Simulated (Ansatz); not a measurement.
Geometry optimisation, UKS B3LYP-D4/def2-mTZVP in Ansatz 0.2.0.

Input:

```yaml
crystal:
  periodic: [false, false, false]
  atoms:
    - { symbol: Ge, position_ang: [-0.6759, 0.4041, -1.0903] }
    - { symbol: Si, position_ang: [0.9263, -0.9359, 0.6114] }
    - { symbol: H, position_ang: [-0.9359, 0.2354, -2.6193] }
    - { symbol: H, position_ang: [-2.0911, 0.3931, -0.5206] }
    - { symbol: H, position_ang: [-0.2868, 1.8797, -0.9961] }
    - { symbol: H, position_ang: [-0.0605, 0.5436, 1.2259] }
    - { symbol: H, position_ang: [-0.6673, 1.1477, 0.7681] }
    - { symbol: H, position_ang: [2.0623, -0.0723, 0.9457] }
    - { symbol: H, position_ang: [0.2542, -1.506, 1.7853] }
    - { symbol: H, position_ang: [1.4747, -2.0893, -0.1101] }
magnetization:
  spin_polarized: true
basis:
  gaussian: { orbitals: def2-mTZVP }
hamiltonian:
  xc: b3lyp
  dispersion: d4
relax:
  f_tol: 0.15
  max_steps: 25
  restrain:
    - { distance: [0, 6], at: 2.81, k: 30.0 }
    - { distance: [5, 1], at: 2.72, k: 30.0 }
    - { distance: [0, 1], at: 2.31, k: 30.0 }
    - { distance: [5, 6], at: 0.62, k: 30.0 }
output:
  orbitals: {}
```

Command:

```bash
$ ansatz run input.yaml --threads 2 --pin off --max-ram 3072MiB --backend cpu --events-out ev --progress --plain --runs-dir out
```

Where does it end, and by what steps?

The run converged. The restraints hold the end off the free minimum. After 6 steps the energy has fallen by 2.247 eV (the restraints' own energy left out); H7 moved furthest, 0.79 Å. Joined: H6–H7 (0.97 → 0.69 Å).

```
step  energy less start (eV)  largest force component (eV/Å)  accepted
   0                  0.0000                           3.388       yes
   1                 -1.0537                           1.612       yes
   2                 -0.9488                           3.082       yes
   3                 -1.3511                           2.480       yes
   4                 -2.0435                           1.534       yes
   5                 -2.2152                           1.557       yes
   6                 -2.2466                           1.547       yes
```

```xyz
10
Properties=species:S:1:pos:R:3
Ge -0.590 0.293 -1.068
Si 0.861 -0.929 0.288
H -0.555 -0.259 -2.510
H -2.051 0.212 -0.574
H -0.200 1.785 -1.135
H -0.298 1.040 1.776
H -0.688 1.519 1.465
H 1.998 -0.116 0.783
H 0.120 -1.466 1.456
H 1.402 -2.078 -0.479
```

The run took 20 s on 2 threads of AMD EPYC 7B13 (Zen 3), on a shared host, peak memory 0.25 GiB.
